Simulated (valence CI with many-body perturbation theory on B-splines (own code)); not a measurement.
Valence orbitals of Eu XIII

Method: valence CI with perturbative core correlation (CI+MBPT): five valence electrons over a frozen Dirac-Fock core [Kr] 4d10, radial functions for each j: 7 s, 7 p, 7 d, 7 f, 4 g, 2 h, with the one-electron correlation potential Σ1, the two-electron term Σ2, the three-electron term Σ3, Breit, model QED; selected CI, second order for the rest, scaled by the run's own slope (own B-spline code, finite nucleus).

No measured spectrum was set against this ion. As an estimate, terms of the open shell hold to a few per cent of their energy, and close levels can change places. Core correlation moves these levels by up to 43000 cm⁻¹, and in measured spectra 5 to 20 % of such shifts remained as error; rates that hang on mixing are uncertain with them. Among the levels kept, up to 720 cm⁻¹ of a level comes from second order outside the variational space, and about a tenth of that is noise between levels of different J, which matters for small intervals.

These are the spectroscopic orbitals of the CI (the correlating ones are not listed), shaped by the core and the other valence electrons. h is the expectation value of the core's Dirac-Fock operator, without the valence repulsion; Σ1 is computed up to l = 3 at one energy for each symmetry, that of its lowest orbital but kept below the first core excitation, so for empty shells it is not the orbital's own correlation shift; Breit and QED include the response of the core.

```csv
Orbital,h (hartree),Σ1 (cm⁻¹),Breit (cm⁻¹),QED (cm⁻¹),⟨r⟩ (bohr)
5s1/2,-11.915,-17056,962,878,1.181
6s1/2,-7.0381,-5115,435,390,2.026
7s1/2,-4.6499,-2250,218,196,3.125
5p1/2,-10.927,-16145,1532,-18.0,1.233
6p1/2,-6.5279,-4681,629,-7.6,2.155
7p1/2,-4.3764,-2204,338,-4.1,3.285
5p3/2,-10.593,-14929,869,64.4,1.276
6p3/2,-6.3744,-4469,363,26.5,2.210
7p3/2,-4.2924,-2132,212,14.4,3.352
5d3/2,-8.935,-11209,390,-48.6,1.438
6d3/2,-5.5749,-4062,190,-23.0,2.449
7d3/2,-3.8388,-2066,108,-13.0,3.680
5d5/2,-8.8703,-10790,194,-24.2,1.450
6d5/2,-5.5438,-3945,95.4,-11.5,2.464
7d5/2,-3.8212,-2013,55.8,-6.5,3.698
4f5/2,-12.453,-25141,-449,-160,0.7115
5f5/2,-6.9594,-6849,-57.4,-36.7,1.727
4f7/2,-12.417,-24700,-863,-131,0.7157
5f7/2,-6.9469,-6813,-157,-28.8,1.731
5g7/2,-5.6325,,-13.7,-1.4,1.991
5g9/2,-5.6327,,-19.2,-0.6,1.991
```

Among the shells of the start configuration 4f3 5s2, Σ1 is largest in size for 4f5/2, where it is 0.92 % of h.

Lowest root of each symmetry, sizes in configuration state functions:

```tsv
J	Parity	Roots	Reference	Variational	Second order	Change by selected CI (cm⁻¹)	Change by second order (cm⁻¹)
1/2	even	2	44	32266	975789	-10197	-58
3/2	even	2	82	31405	1155840	-10091	-190
5/2	even	3	106	29451	2038352	-9940	-364
7/2	even	3	113	28983	1620935	-8682	-305
9/2	even	4	107	29529	2936867	-8602	-380
11/2	even	3	87	28592	2602449	-8570	-400
13/2	even	2	64	28996	2369622	-8611	-358
15/2	even	2	43	29852	1807121	-8731	-250
17/2	even	2	25	32077	1105041	-8884	-127
1/2	odd	2	9	34032	1313713	-23369	-97
3/2	odd	7	17	38765	3629200	-21885	-245
5/2	odd	8	19	35568	5151231	-21658	-458
7/2	odd	8	19	34041	5261680	-21625	-490
9/2	odd	8	18	35330	5312372	-20716	-377
11/2	odd	6	14	33636	5029047	-20699	-424
13/2	odd	4	8	35100	4007101	-20882	-287
15/2	odd	3	5	35246	2604404	-21074	-150
17/2	odd	1	1	27668	1879999	-22052	-95
```
